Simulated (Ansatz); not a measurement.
`C=N/C(F)=C/[SiH3]` + `N[SiH2]F` → `F[SiH2]N[SiH3]` + `C=NC(=C)F`  (ligand exchange at the Si–C bond)

Program: Ansatz. Geometries: PBE0-D4/def2-TZVP. ΔE: electronic, gas phase. CCSD(T)/CBS is the MP2 limit (def2-TZVPP, def2-QZVPP) plus CCSD(T) − MP2 in def2-TZVPP, frozen cores. This one scheme is used for every species. DFT in def2-TZVPP. Each species was taken in one conformer, which may not be the lowest.

`C=N/C(F)=C/[SiH3]`:

Z-matrix (Å, degrees):
```
Si
C 1 1.859
H 1 1.486 2 110.9
H 1 1.486 2 111.0 3 120.7
H 1 1.485 2 108.4 3 -119.7
C 2 1.331 1 123.8 3 -59.8
H 2 1.084 1 121.6 3 120.1
N 6 1.374 2 124.5 1 180.0
F 6 1.352 2 119.1 1 -0.0
C 8 1.269 6 119.9 2 -180.0
H 10 1.087 8 118.1 6 180.0
H 10 1.092 8 123.8 6 -0.0
```

`N[SiH2]F`:

Z-matrix (Å, degrees):
```
Si
F 1 1.605
N 1 1.696 2 114.6
H 1 1.479 2 105.8 3 -119.3
H 1 1.479 2 105.8 3 119.3
H 3 1.006 1 122.0 2 77.5
H 3 1.006 1 122.0 2 -77.5
```

`F[SiH2]N[SiH3]`:

```xyz
10

F     1.157    1.965    1.157
Si    0.064    1.537    0.067
N    -0.547   -0.033    0.334
Si    0.089   -1.541   -0.239
H    -1.038    2.518    0.189
H     0.745    1.567   -1.244
H    -1.317   -0.097    0.986
H     0.612   -2.382    0.871
H     1.192   -1.210   -1.174
H    -0.958   -2.324   -0.947
```

`C=NC(=C)F`:

Z-matrix (Å, degrees):
```
C
N 1 1.268
H 1 1.087 2 118.1
H 1 1.092 2 123.7 3 180.0
C 2 1.374 1 120.0 3 -180.0
F 5 1.349 2 116.9 1 -0.0
C 5 1.326 2 123.5 1 180.0
H 7 1.079 5 118.7 2 -0.0
H 7 1.080 5 121.0 2 180.0
```

```json
{"level": "PBE-D4", "ΔE (eV)": "-0.40"}
{"level": "r2SCAN-D4", "ΔE (eV)": "-0.45"}
{"level": "ωB97X-V", "ΔE (eV)": "-0.47"}
{"level": "PBE0", "ΔE (eV)": "-0.43"}
{"level": "SCS-MP2/def2-TZVPP", "ΔE (eV)": "-0.51"}
{"level": "CCSD/def2-TZVPP", "ΔE (eV)": "-0.51"}
{"level": "SCS-MP2/def2-QZVPP", "ΔE (eV)": "-0.52"}
{"level": "CCSD/CBS(def2)", "ΔE (eV)": "-0.51"}
```

(1) What does CCSD(T)/CBS give? (Estimate.)

Largest T1 diagnostic among the species: 0.014.

Results:

(1) Computed: -0.50 eV. The listed levels differ from it by 0.10, 0.05, 0.03, 0.07, -0.01, -0.01, -0.02, -0.01 eV.

From PBE to PBE0 (25 % exact exchange), in def2-TZVPP and without D4, ΔE moves by −0.04 eV. In def2-TZVPP, CCSD(T) changes the Hartree–Fock value by +0.09 eV (the triples alone add +0.02 eV) and MP2 by +0.10 eV.
